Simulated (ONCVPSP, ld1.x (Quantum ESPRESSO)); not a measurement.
## Potentials for phosphorus compared

Generated with ld1.x 7.5 (TM, RRKJ, ultrasoft, PAW), atompaw 4.2 or ONCVPSP 4.0.1. The cutoff is in Ry: for ld1.x and atompaw files where the sum of valence levels is converged to 10 mRy in a Bessel basis, for ONCV files where the hardest occupied wave has 1 mHa per electron of residual kinetic energy. The error is the largest all-electron minus pseudo excitation energy over each file’s own four to seven test configurations (ionisations up to +4, promotions, holes and added fractions of an electron), all of which were solved. The labels leave out finer settings (local radius, basis sizes, second energies), which also bear on the numbers. Spin-polarised tests are not counted. The rows are a selection from randomly drawn settings: files with unsolved tests, undetermined cutoffs or missed reference levels are left out.

A true bound ghost makes a file unfit for plane-wave use even where its test errors are small: the radial tests pick states by their node count and pass the ghost by.

```tsv
potential	cutoff (Ry)	largest error (meV)	bound ghosts
ultrasoft, PBE, scalar-relativistic, rc 1.65/1.90/1.90 (spd), local smoothed, core correction no, reference 3s2 3p2	15	+103	none
ONCV, PBE, scalar-relativistic, rc 1.45/1.75/1.55 (spd), local smoothed, core correction no, reference 3s2 3p2.75, qcut 4.6/3.7/6.5, projectors 2/2/2	20	+20	none
```

Question: Fill in the row for P: TM, PBE, non-relativistic, rc 1.15/1.90 (sp), local p, core correction no, reference 3s2 3p3.

Answer: cutoff 55 Ry, largest error +241 meV, bound ghosts: none.

Question: Fill in the row for P: ONCV, revPBE, scalar-relativistic, rc 1.50/2.05/2.00 (spd), local smoothed, core correction yes, reference 3s1 3p4, qcut 4.3/4.9/5.1, projectors 2/2/1.

Answer: cutoff 21 Ry, largest error -80 meV, bound ghosts: none.

Question: Fill in the row for P: ONCV, PW91, scalar-relativistic, rc 1.50/1.20/1.20 (spd), local d, core correction yes, reference 3s2 3p1, qcut 4.2/5.9/9.1, projectors 2/2/0.

Answer: cutoff 230 Ry, largest error -53 meV, bound ghosts: p.
